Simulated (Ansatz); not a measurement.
Reaction (hydrogen abstraction from the Sn–H bond): `[Br][SnH3]` + `[CH3]`• → `[Br][SnH2]`• + CH₄

Gas-phase electronic energies from Ansatz, PBE0-D4/def2-TZVP geometries. CCSD(T)/CBS is the MP2 limit (def2-TZVPP, def2-QZVPP) plus CCSD(T) − MP2 in def2-TZVPP, frozen cores. This one scheme is used for every species. DFT in def2-TZVPP. HSE06 is defined as in plane-wave codes. Open shells (•) are unrestricted, without spin–orbit coupling. Elements past krypton have def2 core potentials. For Br, Sn outer-core shells are correlated without core-valence functions, which leaves a few kJ/mol of doubt a bond. Scalar relativity is left out up to krypton.

```csv
level,ΔE (kJ/mol),difference from CCSD(T)/CBS
revPBE-D4,-155.3,-17.5
B97M-V,-138.8,-1.0
r2SCAN0-D4,-137.3,0.5
ωB97M-V,-147.9,-10.1
r2SCAN,-141.3,-3.5
PBE0,-148.0,-10.2
HSE06,-148.9,-11.1
CCSD/def2-SVP,-140.2,-2.4
MP2/def2-TZVPP,-144.3,-6.5
SCS-MP2/def2-TZVPP,-140.7,-2.9
CCSD(T)/CBS,-137.8,0
```

(1) What do rigid-rotor, harmonic-oscillator terms from PBE0-D4/def2-TZVP frequencies (298.15 K, 1 bar) make of the CCSD(T)/CBS value? (Estimate.)

Largest T1 diagnostic among the species: 0.013.

Answers

(1) Ansatz gave: ΔZPE = +17.8 kJ/mol, ΔH = -121.1 kJ/mol, ΔS = 2 J/(mol·K), ΔG = -121.7 kJ/mol. Open shells count their whole term as degenerate.

Leaving LDA and LC-ωPBE aside and taking each functional with its dispersion term where it has one, the values, not all of them listed here, spread over 20.6 kJ/mol, from PBE-D4 to r2SCAN0-D4. LDA lies −14.2 kJ/mol from PBE without D4. From PBE to PBE0 (25 % exact exchange), in def2-TZVPP and without D4, ΔE moves by +10.3 kJ/mol.
